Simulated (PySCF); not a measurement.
Computed properties of F₃HSSn, SMILES [F][Sn]([F])([F])[SH]

Sn(F)3(SH) (F3HSSn), SMILES [F][Sn]([F])([F])[SH]. Coordinates come from a B3LYP-D3(BJ)/def2-SVP optimisation. The structure was generated by enumeration; whether it is a known compound was not checked. The def2 effective core potentials stand for the cores of Sn; spin–orbit coupling is left out. One conformer was computed; it need not be the lowest. All values are computed for the isolated molecule unless a solvent is named; none is compared with measurement here.

**Structure.** The optimised structure has Cs symmetry. All 12 harmonic modes at B3LYP-D3(BJ)/def2-SVP (PySCF) are real, so it is a minimum. With heavy atoms numbered as in [F:1][Sn:2]([F:3])([F:4])[SH:5], the shortest bond between them is F1–Sn2 at 1.923 Å and the longest Sn2–S5 at 2.391 Å.

**Vibrations.** The strongest infrared lines (harmonic, unscaled, degenerate partners summed) lie at 661 cm⁻¹ (62 km/mol, F 83 %, Sn 17 %), 660 cm⁻¹ (61 km/mol, F 83 %, Sn 17 %), 191 cm⁻¹ (54 km/mol, F 78 %, Sn 15 %). The softest mode is at 67 cm⁻¹ and the zero-point energy is 9.4 kcal/mol.

**Electronic structure.** HF/def2-TZVP (PySCF) places the frontier levels at -12.02 and 0.49 eV, a gap of 12.51 eV, and gives a dipole moment of 3.49 D and a mean polarisability of 46.3 bohr³. PBE/def2-TZVP (PySCF) at the same geometry gives -7.65 and -4.25 eV, so its gap is 9.11 eV narrower. An orbital gap is neither the optical nor the fundamental gap.

**Excitations.** TDA-B3LYP/def2-SVPD (PySCF) has S1 at 3.87 eV (320 nm, f = 0.010, weak); the most intense of the 10 singlets computed lies at 6.26 eV (f = 0.24). T1 (TDA) is at 3.39 eV, 0.48 eV under S1. TDA-PBE/def2-SVPD (PySCF) puts S1 at 3.55 eV. No vertical singlet excitation falls in the visible range (under 3.1 eV).
